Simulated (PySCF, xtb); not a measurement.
Sn(H)(NH2)3 (H7N3Sn), SMILES [NH2][SnH]([NH2])[NH2]. One conformer was computed; it need not be the lowest.

Harmonic wavenumbers (cm⁻¹) from GFN2-xTB (xtb) at its own minimum, in rising order: 89, 125, 140, 144, 155, 182, 431, 483, 493, 512, 533, 675, 693, 705, 756, 777, 799, 1489, 1499, 1502, 1606, 3406, 3409, 3416, 3437, 3441, 3443.

**Question.** What does PBE0-D3(BJ)/def2-SVP (PySCF) give at its own minimum? (Estimate from the structure and the level; the computed values follow.)

**Answer.** 90, 136, 141, 172, 182, 228, 492, 524, 537, 564, 575, 618, 628, 647, 826, 835, 869, 1534, 1536, 1541, 1912, 3552, 3552, 3554, 3651, 3654, 3657. Paired by order, the mean absolute difference is 82 cm⁻¹ and the zero-point energies are 49.1 and 51.8 kcal/mol.
